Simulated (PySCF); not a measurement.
# Li (lithium, neutral) across methods

[He] 2s1, 2S determinant. Computed with PySCF 2.14 in aug-cc-pCVDZ (5s4p2d, 27 functions), with no relativity, point nucleus. The B2PLYP total includes its PT2 part (frozen core); its orbital energies are those of the SCF part.

```
   method  E (hartree)  mean ε 1s α (eV)  mean ε 1s β (eV)  mean ε 2s α (eV)  Σ⟨r²⟩ (bohr²)   ⟨S²⟩
      UHF     -7.43245           -67.655           -67.182            -5.343          18.65  0.750
      PBE      -7.4607           -51.527           -51.299            -3.221          17.98  0.750
CAM-B3LYP      -7.4701           -57.170           -56.923            -4.648          17.82  0.750
      LDA      -7.3425           -50.838           -50.629            -3.162          18.36  0.750
   revPBE      -7.4856           -51.596           -51.391            -3.226          17.95  0.750
   B2PLYP      -7.4689           -60.414           -60.070            -4.295          18.10  0.750
     PBE0      -7.4664           -55.733           -55.447            -3.826          17.97  0.750
```

Problem. Estimate the same row for r2SCAN.

Solution. E (hartree) = -7.4790; mean ε 1s α (eV) = -53.119; mean ε 1s β (eV) = -52.959; mean ε 2s α (eV) = -3.266; Σ⟨r²⟩ (bohr²) = 17.95; ⟨S²⟩ = 0.750.
